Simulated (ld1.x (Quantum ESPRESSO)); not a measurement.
**Configuration tests for calcium (Ca) (RRKJ)**

ld1.x (Quantum ESPRESSO) 7.5 input, shortened:

```
&input
   title='Ca', zed=20., rel=1, dft='PZ', iswitch=3,
   config='[Ar] 3d0 4s1 4p0'
 /
 &inputp
   pseudotype=2, tm=.false., lloc=0,
   nlcc=.true., new_core_ps=.true.
 /
3
4P  2  1   0.00   0.00  3.80  3.80  0.0
3D  3  2   0.00   0.00  1.70  1.70  0.0
4S  1  0   1.00   0.00  3.15  3.15  0.0
 &test
   configts(1)='3d0 4s1 4p0'
 /
```

Energies are relative to the spin-unpolarised reference configuration 3d0 4s1 4p0; without spin polarisation the order of configurations can differ from experiment. Spin-polarised rows fill each open shell by Hund’s rule, majority spin first. The frozen-core shift is the all-electron ΔE with the core orbitals held at their reference shape minus the fully relaxed ΔE.

(1) Give the all-electron excitation energy and the error of the potential for: 3d0 4s2 4p0; 3d0 4s1.5 4p0; 3d0 4s1 4p1; 3d0.5 4s1.5 4p0; 3d0 4s0 4p1; 3d1 4s1 4p0; 3d1 4s0 4p0; 3d0 4s1 4p0 (spin-polarised); 3d0 4s1.5 4p0 (spin-polarised).

Results:

(1)

```json
{"valence configuration": "3d0 4s2 4p0", "charge": "0", "ΔE all-electron (eV)": "-6.463", "error AE − PS (meV)": "-0.6", "frozen-core shift (meV)": "+9.6"}
{"valence configuration": "3d0 4s1.5 4p0", "charge": "+0.5", "ΔE all-electron (eV)": "-3.896", "error AE − PS (meV)": "-0.5", "frozen-core shift (meV)": "+3.5"}
{"valence configuration": "3d0 4s1 4p1", "charge": "0", "ΔE all-electron (eV)": "-3.972", "error AE − PS (meV)": "+3.1", "frozen-core shift (meV)": "+1.8"}
{"valence configuration": "3d0.5 4s1.5 4p0", "charge": "0", "ΔE all-electron (eV)": "-5.440", "error AE − PS (meV)": "-61", "frozen-core shift (meV)": "+75"}
{"valence configuration": "3d0 4s0 4p1", "charge": "+1", "ΔE all-electron (eV)": "3.122", "error AE − PS (meV)": "-14", "frozen-core shift (meV)": "+4.8"}
{"valence configuration": "3d1 4s1 4p0", "charge": "0", "ΔE all-electron (eV)": "-4.221", "error AE − PS (meV)": "-162", "frozen-core shift (meV)": "+144"}
{"valence configuration": "3d1 4s0 4p0", "charge": "+1", "ΔE all-electron (eV)": "1.337", "error AE − PS (meV)": "-251", "frozen-core shift (meV)": "+180"}
{"valence configuration": "3d0 4s1 4p0 (spin-polarised)", "charge": "+1", "ΔE all-electron (eV)": "-0.208", "error AE − PS (meV)": "0.0", "frozen-core shift (meV)": "+1.9"}
{"valence configuration": "3d0 4s1.5 4p0 (spin-polarised)", "charge": "+0.5", "ΔE all-electron (eV)": "-3.935", "error AE − PS (meV)": "-0.3", "frozen-core shift (meV)": "+3.7"}
```
